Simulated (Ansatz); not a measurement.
Seven cases of bond dissociation energy with Al to Br (electronic energies, kcal/mol); geometries: B3LYP-D3(BJ)/def2-TZVP. The cases were drawn at random from those of this class that have a high level and all functionals, leaving out states under which another spin lies or may lie. Left out are anions, K, Ca, elements past Kr, ionisation of Li, Na and Mg, pi-pi* triplets of linear molecules and other triplets made from a closed-shell parent. Runs that doubt their state, and full CI more than 15 mEh from coupled cluster, are set aside; a case stays where another high level and all functionals remain. AFQMC serves as high level only in triple zeta or larger, with a steady walk, a bar under 0.8 kcal/mol and agreement with other high levels or trials where they ran; where none ran, an unstable determinant or (outside 3d species) a high T1 diagnostic also bars it, so strongly correlated cases are thinned. No case was kept or dropped by the size of a functional's miss. High levels with a bar over 0.5 kcal/mol are left out too, and the seventh case lies inside the range of the six. Affinities count positive where energy is released, gaps as the second state minus the first. B3LYP is by Ansatz (an electronic-structure program) in def2-TZVPD. High levels (Ansatz): P = CCSD(T)/CBS(cc-pV(T+d)Z,cc-pV(Q+d)Z) + [CCSDT(Q) - CCSD(T)]/cc-pV(D+d)Z + core + X2C; Q = CCSD(T)/CBS(cc-pVQZ,cc-pV5Z) + [CCSDT(Q) - CCSD(T)]/cc-pVTZ. Radicals and triplets start from unrestricted determinants; spin-orbit coupling is neglected. Correlated methods leave the cores frozen (noble-gas shells, and filled d and f shells in the p block). Rows without X2C or -DK are non-relativistic. CBS(X,Y): correlation extrapolated as X^-3, Hartree-Fock from the larger set (Q,5: extrapolated as (X+1)exp(-9√X)). A bracket is a step between two methods taken in the basis named. The functionals are non-relativistic, so their misses hold any scalar relativity. '+ core + X2C': CCSD(T) terms for core correlation (cc-pwCVTZ, 1s frozen past Ne) and scalar relativity (cc-pVTZ-DK). For partners of very few electrons the exact lower level stands in for a higher one. Spin-orbit terms, left out, reach several kcal/mol for Br and I, and more for heavier atoms. The UHF reference of C2H5Si (C=[C][SiH3], doublet) is spin-contaminated (<S^2> up to 0.19 over the pure value in the sets run).

```tsv
case	B3LYP	level	high level
GeH2Br2 (SMILES [Br][GeH2][Br]) → GeH2Br (SMILES [GeH2][Br], doublet) + Br (doublet)	79.9	Q	87.8
BSiH4F (SMILES FB[SiH3]) → BSiH4 (SMILES [BH][SiH3], doublet) + F (doublet)	162.9	P	167.0
GeH2BrF (SMILES [F][GeH2][Br]) → GeH2F (SMILES [F][GeH2], doublet) + Br (doublet)	83.9	Q	91.5
BH3S2 (SMILES SBS) → BH2S2 (SMILES [S]BS, doublet) + H (doublet)	87.8	P	91.6
C2H6Si (SMILES C=C[SiH3]) → C2H5Si (SMILES C=[C][SiH3], doublet) + H (doublet)	105.9	P	109.8
Si2H4F2 (difluoro(silyl)silane, SMILES [SiH](F)([SiH3])F) → Si2H4F (SMILES F[SiH][SiH3], doublet) + F (doublet)	151.4	P	159.0
Si2H4F2 (fluoro(fluorosilyl)silane, SMILES F[SiH2][SiH2]F) → Si2H4F (SMILES [SiH2]([SiH2])F, doublet) + F (doublet)	143.0	P	withheld
```

Question: Fit a straight line from B3LYP to the high level over the first six rows by least squares, predict the seventh, and compare with the calculation.

Answer: Means: B3LYP 111.97, high level 117.78. Sxx = 6586.03, Sxy = 6512.43, slope 0.9888, intercept +7.07 kcal/mol; residual standard deviation 2.3 kcal/mol. Seventh row: 0.9888·(143.0) +7.07 = 148.5 kcal/mol. The calculation gave 148.5 kcal/mol: the line differs from it by +0.0, B3LYP itself by -5.5.
